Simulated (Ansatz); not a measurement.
H$_{6}$B$_{3}$N$_{3}$, charge -1, doublet, at a GFN2-xTB geometry of the parent state (a state made from the parent by changing its charge; the spin is typed, not shown lowest) (a gas-phase anion, which may not be bound at this level); HF/cc-pVDZ (Ansatz, a program for electronic structure).

Ansatz was given this input:
Ansatz 0.2 input:
```yaml
crystal:
  periodic: [false, false, false]
  atoms:
    - {symbol: B, position_ang: [0.98195810, -1.04565899, -0.10821618]}
    - {symbol: N, position_ang: [1.34631802, 0.28139776, 0.22944157]}
    - {symbol: B, position_ang: [0.40694623, 1.33595783, 0.34491537]}
    - {symbol: N, position_ang: [-0.95184950, 1.01359720, 0.10489807]}
    - {symbol: B, position_ang: [-1.38890433, -0.29029885, -0.23669919]}
    - {symbol: N, position_ang: [-0.39446852, -1.29499495, -0.33433964]}
    - {symbol: H, position_ang: [1.78417932, -1.89992132, -0.19662454]}
    - {symbol: H, position_ang: [2.31992835, 0.48489482, 0.39536573]}
    - {symbol: H, position_ang: [0.73940532, 2.42738292, 0.62669769]}
    - {symbol: H, position_ang: [-1.64019392, 1.74659541, 0.18075671]}
    - {symbol: H, position_ang: [-2.52358463, -0.52746160, -0.43007314]}
    - {symbol: H, position_ang: [-0.67973443, -2.23149023, -0.57612244]}
basis:
  gaussian:
    orbitals: cc-pVDZ
hamiltonian:
  xc: hf
total_charge: -1
magnetization: {spin_polarized: true, initial_magnetization: 1}
```

Problem. Predict the main parts of the log of this Ansatz run.

Solution. 
```
Functional definition: HF
1059 factors; integrals over basis functions are off by at most 1.4e-3 eV
mean field evaluation 1: about -6555.2439 eV, gradient 2.3e1 eV
mean field evaluation 2: about -6555.5162 eV, gradient 2.3e1 eV
mean field evaluation 4: about -6558.7179 eV, gradient 3.4e0 eV
mean field evaluation 8: about -6558.8268 eV, gradient 3.7e-1 eV
mean field evaluation 16: about -6558.8308 eV, gradient 1.8e-5 eV
mean field evaluation 32: about -6558.8297 eV, gradient 9.5e-3 eV
mean field evaluation 64: about -6558.5344 eV, gradient 4.8e0 eV
mean field evaluation 96: about -6558.8297 eV, gradient 7.4e-3 eV
mean field evaluation 128: about -6558.8296 eV, gradient 3.3e-3 eV
mean field -6558.83080907 eV, -241.0325864980 hartree, gradient 7.5e-6 eV, S^2 0.804359; 3 other end points of the search recorded, 0 dependent functions left out
reference -6558.83080907 eV, -241.0325864980 hartree; 22, 21 occupied and 92, 93 virtual orbitals, 1059 factors
Total energy: -6558.83080907 eV, -241.0325864980 hartree
```
